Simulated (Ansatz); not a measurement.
The cluster Li₆. Charge 0, multiplicity 1. Geometry r2SCAN/def2-TZVP; atoms count from 1.

```xyz
6

Li    0.0471    0.6676   -1.1527
Li    0.0867    2.2113    1.2825
Li   -2.5548    0.1207   -0.0298
Li   -0.0464   -0.6671    1.1525
Li    2.5549   -0.1231    0.0308
Li   -0.0875   -2.2094   -1.2833
```

The geometry of the singlet was relaxed on an unsound state (restricted singlet, unstable towards broken spin symmetry). The structure comes from a short search, and lower isomers may exist.

(1) Estimate the Mulliken populations from the PBE0/def2-TZVP orbitals of Ansatz.

(2) And the Mayer bond orders between bonded heavy atoms (over 0.3)?

## Answers

(1) 
```csv
atom,charge (e)
Li1,-0.17
Li2,0.09
Li3,0.09
Li4,-0.17
Li5,0.09
Li6,0.09
```
Mulliken values and Mayer orders depend strongly on the basis.

(2) Li1–Li2 0.33 (2.88 Å); Li1–Li3 0.33 (2.89 Å); Li1–Li4 0.50 (2.67 Å); Li1–Li5 0.33 (2.88 Å); Li1–Li6 0.33 (2.88 Å); Li2–Li4 0.33 (2.88 Å); Li3–Li4 0.33 (2.88 Å); Li4–Li5 0.33 (2.88 Å); Li4–Li6 0.33 (2.88 Å).
